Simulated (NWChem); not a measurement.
# AlGeH₅; SMILES [AlH2][GeH3]

Program: NWChem. Pople sets run with spherical d functions. B3LYP is NWChem's, with the RPA form of VWN correlation. Each level has its own optimisation; frequencies are unscaled.

```csv
level,r Al–Ge (Å),r Al–H (Å),highest harmonic frequency (cm⁻¹),lowest (cm⁻¹),zero-point energy (kcal/mol),dipole (D)
Hartree-Fock/3-21G,2.513,1.602,2127,15,22.9,0.47
Hartree-Fock/6-31G*,2.512,1.586,2202,9,23.6,0.57
B3LYP/6-31G*,…,1.592,…,…,…,0.51
```

**Question.** Some entries are withheld; supply them.

**Answer.** 
- B3LYP/6-31G*, r Al–Ge (Å): 2.490
- B3LYP/6-31G*, highest harmonic frequency (cm⁻¹): 2093
- B3LYP/6-31G*, lowest (cm⁻¹): 30
- B3LYP/6-31G*, zero-point energy (kcal/mol): 22.2
